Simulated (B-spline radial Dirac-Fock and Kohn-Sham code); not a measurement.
Electron momentum distribution of Tc⁴⁺: Compton profiles

System: the Tc⁴⁺ ion in the configuration [Kr] 4d2 5s1 (an excited configuration).

Method: the impulse approximation on relativistic Hartree-Fock (Dirac-Fock) wave functions, averaged over the configuration. Computed with a radial finite-basis atomic code. pz is in atomic units of momentum; subshell profiles are per electron, for a selection of subshells; open shells are spread over both j values by their weights.

| pz | J total | J 2p1/2 | J 2p3/2 | J 4p3/2 | J 5s1/2 |
| --- | --- | --- | --- | --- | --- |
| 0 | 5.938 | 0.0350 | 0.0361 | 0.275 | 0.918 |
| 0.1 | 5.895 | 0.0350 | 0.0361 | 0.275 | 0.882 |
| 0.2 | 5.772 | 0.0350 | 0.0361 | 0.275 | 0.781 |
| 0.3 | 5.593 | 0.0350 | 0.0361 | 0.274 | 0.638 |
| 0.4 | 5.386 | 0.0350 | 0.0361 | 0.273 | 0.483 |
| 0.5 | 5.176 | 0.0350 | 0.0361 | 0.271 | 0.341 |
| 0.6 | 4.979 | 0.0350 | 0.0361 | 0.267 | 0.229 |
| 0.8 | 4.635 | 0.0350 | 0.0361 | 0.254 | 0.107 |
| 1 | 4.323 | 0.0350 | 0.0361 | 0.232 | 0.0787 |
| 1.2 | 3.992 | 0.0350 | 0.0361 | 0.203 | 0.0773 |
| 1.4 | 3.635 | 0.0350 | 0.0361 | 0.171 | 0.0703 |
| 1.6 | 3.276 | 0.0350 | 0.0361 | 0.137 | 0.0549 |
| 1.8 | 2.944 | 0.0350 | 0.0361 | 0.105 | 0.0375 |
| 2 | 2.656 | 0.0350 | 0.0361 | 0.0781 | 0.0234 |
| 2.5 | 2.144 | 0.0349 | 0.0360 | 0.0334 | 0.00752 |
| 3 | 1.846 | 0.0348 | 0.0359 | 0.0154 | 0.00558 |
| 4 | 1.473 | 0.0344 | 0.0354 | 0.0105 | 0.00442 |
| 5 | 1.159 | 0.0336 | 0.0346 | 0.00929 | 0.00193 |
| 7 | 0.6884 | 0.0309 | 0.0315 | 0.00327 | 0.000371 |
| 10 | 0.3509 | 0.0245 | 0.0245 | 0.000525 | 0.000291 |
| 15 | 0.1490 | 0.0132 | 0.0127 | 0.000394 | 5.42e-05 |
| 20 | 0.07359 | 0.00610 | 0.00567 | 0.000214 | 1.06e-05 |
| 30 | 0.02399 | 0.00122 | 0.00105 | 3.93e-05 | 8.04e-06 |
| 40 | 0.009870 | 0.000281 | 0.000225 | 7.92e-06 | 4.25e-06 |
| 60 | 0.002297 | 2.59e-05 | 1.80e-05 | < 1e-6 | < 1e-6 |
| 100 | 0.0002557 | 1.05e-06 | < 1e-6 | < 1e-6 | < 1e-6 |

J(0) = 5.938. The 4p3/2 subshell gives the largest part, 18 %.

Mean momentum ⟨p⟩ by subshell (a.u.): 1s1/2 38.4, 2s1/2 13.4, 2p1/2 18.0, 2p3/2 17.4, 3s1/2 6.24, 3p1/2 7.43, 3p3/2 7.25, 3d3/2 8.48, 3d5/2 8.41, 4s1/2 2.68, 4p1/2 2.92, 4p3/2 2.86, 4d3/2 2.78, 4d5/2 2.76, 5s1/2 1.20.
